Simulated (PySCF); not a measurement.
Multinuclear NMR of C4H6N2OSi

Molfile (atoms numbered from 1):
```
C4H6N2OSi
     RDKit          3D

 14 13  0  0  0  0  0  0  0  0999 V2000
   -2.2865   -0.2666    0.7127 C   0  0  0  0  0  0  0  0  0  0  0  0
   -1.1004    0.0489   -0.1415 C   0  0  0  0  0  0  0  0  0  0  0  0
   -1.3292   -0.0123   -1.5533 C   0  0  0  0  0  0  0  0  0  0  0  0
   -1.4858   -0.0490   -2.6883 N   0  0  0  0  0  0  0  0  0  0  0  0
    0.0192    0.3541    0.3555 N   0  0  0  0  0  0  0  0  0  0  0  0
    1.5897    0.7449   -0.1913 Si  0  0  0  0  0  4  0  0  0  0  0  0
    2.6335   -0.5891    0.7201 C   0  0  0  0  0  0  0  0  0  0  0  0
    3.6976   -0.9725    0.3142 O   0  0  0  0  0  0  0  0  0  0  0  0
   -3.0959    0.4287    0.4919 H   0  0  0  0  0  0  0  0  0  0  0  0
   -2.0134   -0.1922    1.7614 H   0  0  0  0  0  0  0  0  0  0  0  0
   -2.6457   -1.2719    0.4936 H   0  0  0  0  0  0  0  0  0  0  0  0
    1.8360    2.0246    0.4694 H   0  0  0  0  0  0  0  0  0  0  0  0
    1.9389    0.7341   -1.6081 H   0  0  0  0  0  0  0  0  0  0  0  0
    2.2413   -0.9823    1.6815 H   0  0  0  0  0  0  0  0  0  0  0  0
  1  2  1  0
  2  3  1  0
  3  4  3  0
  2  5  2  0
  5  6  1  0
  6  7  1  0
  7  8  2  0
  1  9  1  0
  1 10  1  0
  1 11  1  0
  6 12  1  0
  6 13  1  0
  7 14  1  0
M  END
```

PySCF calculation with geometry: GFN2-xTB and PBE0/pcSseg-1 with gauge-including orbitals; isolated molecule, one computed conformer, fast rotation and ring inversion assumed for equivalent nuclei, non-relativistic.

Problem. Where does ²⁹Si resonate?

Solution. 
```csv
atoms,environment,σ (ppm),δ (ppm)
Si6,"silicon bonded to C, N, 2 H",411.8,-58.5
```

Shieldings were converted by a linear fit to measured shifts: ²⁹Si: δ = 279.94 − 0.822σ (rms 8.9 ppm, 72 shifts, 25.8 ppm with the 6 outliers that the fit left out vs TMS, solution or neat liquid). Occasional misses reach two or three times the rms, and more in compound classes unlike the fitted ones.

On a 400 MHz spectrometer ²⁹Si resonates near 79.5 MHz, so 1 ppm is 79.5 Hz.

Problem. What are the ¹⁵N shifts?

Solution. 
| atoms | environment | σ (ppm) | δ (ppm) |
| --- | --- | --- | --- |
| N5 | imine nitrogen | -146.9 | -12.7 |
| N4 | nitrile nitrogen | -45.5 | -106.1 |

Shieldings were converted by a linear fit to measured shifts: ¹⁵N (scatter 6.3 ppm rms vs CH3NO2, solution or neat liquid). Occasional misses reach two or three times the rms, and more in compound classes unlike the fitted ones.

On a 500 MHz spectrometer ¹⁵N resonates near 50.7 MHz, so 1 ppm is 50.7 Hz.

Problem. What are the ¹⁷O shifts?

Solution. 
```tsv
atoms	environment	σ (ppm)	δ (ppm)
O8	carbonyl oxygen	-624.1	835.2
```

Shieldings were converted by a linear fit to measured shifts: ¹⁷O (scatter 10.7 ppm rms, 12.2 ppm with the 3 outliers that the fit left out vs liquid water, solution or neat liquid). Occasional misses reach two or three times the rms, and more in compound classes unlike the fitted ones.

On a 600 MHz spectrometer ¹⁷O resonates near 81.3 MHz, so 1 ppm is 81.3 Hz.
